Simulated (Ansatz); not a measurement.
A nudged elastic band was laid between two geometries of C2H6F2OSi (12 atoms, charge 0, multiplicity 1).

These are results of RKS r2SCAN/STO-3G in Ansatz 0.2.0, not measurements.

```
movable images  : 7
climbing image  : yes
spring          : 5.0 eV/Å²
optimiser       : quadratic models (default)
start path      : IDPP
force threshold : 0.03 eV/Å
iteration limit : 18
end points      : relaxed
```

First end point:

```xyz
12
Properties=species:S:1:pos:R:3
C -0.144 -1.454 -0.580
Si 0.774 -0.469 0.724
O -0.052 0.978 1.211
C -0.516 1.706 0.061
F 0.417 1.588 -0.997
F -1.738 1.193 -0.417
H -0.223 -0.897 -1.520
H -1.158 -1.707 -0.252
H 0.385 -2.391 -0.787
H 2.123 -0.177 0.272
H 0.859 -1.219 1.958
H -0.650 2.794 0.361
```

Last end point:

```xyz
12
Properties=species:S:1:pos:R:3
C -0.343 -1.471 -0.430
Si 0.569 -0.491 0.882
O -0.017 1.132 1.070
C -0.179 1.762 -0.213
F 0.841 1.335 -1.097
F -1.406 1.410 -0.809
H -1.421 -1.492 -0.238
H 0.015 -2.507 -0.444
H -0.186 -1.047 -1.428
H 1.996 -0.507 0.614
H 0.345 -1.066 2.191
H -0.137 2.887 -0.063
```

Question: What changes between the two ends?

Answer: No bond is made or broken. The dihedral H7–C1–Si2–O3 goes from 65 to -56°. The two ends are copies of one structure, up to a mirror image or an exchange of like atoms.

Question: What energy profile does the band end with?

Answer: The run converged. The highest image is number 5 of 0 to 8, 0.5 kcal/mol above the ends, which have the same energy within 2 meV. A vibrational analysis at the climbing image gives one clearly imaginary mode, 92i cm⁻¹: a first-order saddle point. Limits of this set-up: minimal basis.

| image | path coordinate (Å) | energy (kcal/mol) | dihedral H7–C1–Si2–O3 (°) |
| --- | --- | --- | --- |
| 0 | 0.00 | 0.0 | 65 |
| 1 | 0.44 | 0.1 | 50 |
| 2 | 0.88 | 0.4 | 35 |
| 3 | 1.32 | 0.5 | 20 |
| 4 | 1.75 | 0.5 | 5 |
| 5 | 2.19 | 0.5 | -9 |
| 6 | 2.65 | 0.4 | -25 |
| 7 | 3.11 | 0.1 | -41 |
| 8 | 3.56 | 0.0 | -56 |

Question: What is the geometry of the highest image?

Answer: 
```xyz
12
Properties=species:S:1:pos:R:3:forces:R:3
C -0.321 -1.442 -0.464 0.00 0.00 0.00
Si 0.548 -0.504 0.912 0.00 -0.01 -0.01
O -0.036 1.125 1.084 0.00 0.01 0.00
C -0.171 1.736 -0.209 0.00 0.00 0.00
F 0.844 1.259 -1.072 0.00 0.00 0.00
F -1.405 1.404 -0.810 0.00 0.00 0.00
H -1.178 -0.863 -0.829 0.00 0.00 0.00
H -0.690 -2.412 -0.114 0.00 0.00 0.00
H 0.347 -1.618 -1.313 0.00 0.00 0.00
H 1.988 -0.524 0.727 0.00 0.00 0.00
H 0.253 -1.079 2.207 0.00 0.00 0.00
H -0.102 2.863 -0.087 0.00 0.00 0.00
```

The run took 7.8 min on 1 thread of Intel(R) Xeon(R) Processor @ 2.50GHz (Skylake/Cascade Lake) (shared host), peak memory 0.14 GiB.
